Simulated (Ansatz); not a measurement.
Caution, from a PySCF single point (PBE0-D3(BJ)/def2-TZVP) at this geometry: the restricted solution is unstable towards spin-unrestricted or complex orbitals, so a lower solution exists and this singlet may not be the ground state. This singlet lies 0.29 eV below the relaxed triplet at the level frozen-core CCSD(T)/cc-pVTZ // PBE0-D3(BJ)/def2-TZVP (Ansatz, a first-principles code); other levels give the other order.

A geometry relaxed with PBE0-D3(BJ)/def2-TZVP (Ansatz), charge 0, multiplicity 1:

```xyz
5

Si     1.6929    -0.2420     0.8072
H     -1.5193     1.4450     0.1343
H     -1.6626    -1.2280    -0.3595
Al    -0.7871     0.0240     0.1119
F      2.2760     0.0010    -0.6938
```

Task: Write the SMILES of this molecule.

Result: `F[Si][AlH2]`
